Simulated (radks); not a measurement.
Spherical quantum dot in the effective-mass picture: electrons in a well V = -V0 / (1 + exp((r - R)/a)) with V0 = 26.2, R = 2.62, a = 0.31, all in effective atomic units (hartree* = m*/eps^2 hartree, bohr* = eps/m* bohr), one dielectric constant everywhere. Method: non-relativistic Kohn-Sham, PBE, spin-polarised, spherical densities; computed with a radial shooting solver with Libxc functionals. Levels are named by radial order and angular momentum (1s, 1p, 1d, 2s, ...), and open shells are averaged over m.

N = 24, configuration 1s2 1p6 1d10 2s(up 1, down 0) 1f(up 5, down 0). This is the lowest configuration that the search found. Occupied and some empty levels:

level,occupation,eigenvalue (hartree*),<r> (bohr*)
1s up,1,-11.317,1.433
1s down,1,-11.212,1.439
1p up,3,-10.699,1.583
1p down,3,-10.601,1.579
1d up,5,-9.7929,1.694
1d down,5,-9.6889,1.690
2s up,1,-8.8198,1.246
1f up,5,-8.6521,1.786
2s down,0,-8.6209,1.274
1f down,0,-8.5414,1.783
2p up,0,-7.4224,1.452
1g up,0,-7.3106,1.865
2p down,0,-7.3041,1.469
1g down,0,-7.1950,1.864
2d up,0,-5.9035,1.609
2d down,0,-5.8176,1.617

Energy (hartree*): total -389.654, kinetic 50.515, external -582.72, Hartree 158.60, exchange-correlation -16.049.

Electron density:

r (bohr*),n(r) (e/bohr*^3)
0.153,0.3790
0.323,0.3631
0.493,0.3485
0.664,0.3520
0.834,0.3905
1.00,0.4717
1.17,0.5841
1.34,0.6920
1.51,0.7410
1.69,0.6885
1.85,0.5342
2.03,0.3320
2.20,0.1615
2.37,0.06073
2.54,0.01776
2.71,0.004068
2.88,0.0007737
3.05,0.0001273
3.22,0.00001919
3.39,2.718e-06
